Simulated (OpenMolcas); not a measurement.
Levels of Ru2+ by method

```
Program             : OpenMolcas
Basis               : ANO-R3 [8s6p5d3f2g1h]
Scalar Hamiltonian  : X2C, finite nucleus
Active space        : 6 electrons in 5 orbitals (4d)
State averaging     : 2S+1 = 5 even, 5 roots; 2S+1 = 3 even, 45 roots; 2S+1 = 1 even, 50 roots
Spin-orbit coupling : state interaction with AMFI integrals over the reference wave functions, term energies averaged over their components
```

Methods on the same reference wave functions:
A. CASSCF
B. SS-CASPT2, IPEA 0.25 Eh, imaginary shift 0.1 Eh (closed shells correlated: 4s 4p)
C. MS-CASPT2, IPEA 0.25 Eh, imaginary shift 0.1 Eh (closed shells correlated: 4s 4p)

Energies in eV above 4d⁶ ⁵D₄, the measured ground level; measured values from Moore, Atomic Energy Levels, vol. III, NSRDS-NBS 35 (1971 reprint of NBS Circular 467, 1958).

```json
{"Level": "4d⁶ ⁵D₄", "A": "0.0000", "B": "0.0000", "C": "0.0000", "Measured": "0.0000"}
{"Level": "4d⁶ ⁵D₃", "A": "0.1437", "B": "0.1458", "C": "0.1457", "Measured": "0.1437"}
{"Level": "4d⁶ ⁵D₂", "A": "0.2329", "B": "0.2314", "C": "0.2314", "Measured": "0.2264"}
{"Level": "4d⁶ ⁵D₁", "A": "0.2900", "B": "0.287", "C": "0.288", "Measured": "0.2810"}
{"Level": "4d⁶ ⁵D₀", "A": "0.3176", "B": "0.314", "C": "0.315", "Measured": "0.3070"}
{"Level": "4d⁶ ³H₆", "A": "2.2047", "B": "1.932", "C": "1.932", "Measured": ""}
{"Level": "4d⁶ ³H₅", "A": "2.2554", "B": "1.964", "C": "1.963", "Measured": ""}
{"Level": "4d⁶ ³P₂(1)", "A": "2.3513", "B": "1.899", "C": "1.899", "Measured": ""}
{"Level": "4d⁶ ³F₄(1) [54 %]", "A": "2.5105", "B": "2.147", "C": "2.148", "Measured": ""}
{"Level": "4d⁶ ³F₃(1)", "A": "2.5662", "B": "2.155", "C": "2.155", "Measured": ""}
{"Level": "4d⁶ ³F₂(1)", "A": "2.6345", "B": "2.222", "C": "2.219", "Measured": ""}
{"Level": "4d⁶ ³P₁(1)", "A": "2.7657", "B": "2.316", "C": "2.312", "Measured": ""}
{"Level": "4d⁶ ³G₅", "A": "2.7971", "B": "2.380", "C": "2.380", "Measured": ""}
{"Level": "4d⁶ ³P₀(1)", "A": "2.8696", "B": "2.400", "C": "2.398", "Measured": ""}
{"Level": "4d⁶ ³G₄", "A": "2.9373", "B": "2.506", "C": "2.505", "Measured": ""}
{"Level": "4d⁶ ³G₃", "A": "2.9760", "B": "2.540", "C": "2.539", "Measured": ""}
{"Level": "4d⁶ ¹I₆", "A": "3.3794", "B": "2.973", "C": "2.973", "Measured": ""}
{"Level": "4d⁶ ³D₂", "A": "3.5341", "B": "2.856", "C": "2.857", "Measured": ""}
{"Level": "4d⁶ ³D₁", "A": "3.5500", "B": "2.876", "C": "2.877", "Measured": ""}
{"Level": "4d⁶ ³D₃", "A": "3.5785", "B": "2.898", "C": "2.898", "Measured": ""}
{"Level": "4d⁶ ¹G₄(1)", "A": "3.6355", "B": "3.148", "C": "3.148", "Measured": ""}
{"Level": "4d⁶ ¹S₀(1)", "A": "4.1827", "B": "3.490", "C": "3.483", "Measured": ""}
{"Level": "4d⁶ ¹D₂(1)", "A": "4.3795", "B": "3.647", "C": "3.646", "Measured": ""}
{"Level": "4d⁶ ¹F₃", "A": "4.9168", "B": "4.002", "C": "4.002", "Measured": ""}
```

Deviations, from unrounded energies. A percentage is the sum of absolute deviations over the sum of measured energies, with the sign that they share, or ± where signs differ.

```tsv
Against measurement	Levels	A	B	C
mean absolute deviation (cm-1)	4	53	42	43
fine structure of the ground term (%)	4	+2.7	+2.2	+2.2
```

B, C lie about equally close to measurement and A furthest from it. The largest miss of B in the table is 4d⁶ ⁵D₀, by +59 cm-1. The ranking rests on the paired levels alone, and a cruder setting can come out closer through cancelling errors.

Between B and C the level of the table that moves most is 4d⁶ ¹S₀(1), by 52 cm-1 (lowest in C, highest in B). Moves below CASPT2's spread within the term are not significant.

The two smallest mean deviations differ by little beside CASPT2's spread within terms, so their order carries little weight.

From A to B the spin-free energies of the other terms of 4d⁶ shown, above ⁵D, scale by factors of 0.80 to 0.87, as is usual when dynamic correlation screens the repulsion within a d or f shell.

The lowest spin-free term lies below A's lowest term by 0.477 hartree in B, 0.477 hartree in C.

CASPT2 does not keep the components of a term degenerate, so their means are used; among the terms shown or strongly mixed into the levels shown the widest spread is 1800 cm-1 (4d⁶ ¹I, C). Levels of configurations with an s electron are missing; early in the row they begin among the upper levels of the d shell and mix with terms of their name. Without dynamic correlation excited terms often stand tens of per cent too high (terms of higher spin than the ground term too low), and those without a measured partner can miss by more than the paired ones (holds for A). The CASPT2 spread within a term exceeds the gap to the next term for 4d⁶ ³D and 4d⁶ ¹I, 4d⁶ ¹I and 4d⁶ ¹G(1), so the order of their levels is uncertain (holds for C). Measured partners are found by configuration, term and J. A level has none where our copy of the source lacks it or the pairing is in doubt (some pairs that miss far off the trend of their configuration count as doubtful), and it then counts in no deviation. Levels of configurations outside the active space are missing. The table leaves out levels that lie high or whose names do not pair safely across all columns.

A share in square brackets marks a mixed level and gives the weight of the term that names it, the lowest over the columns. A number in round brackets counts repeated terms of one configuration in the order of the reference energies.
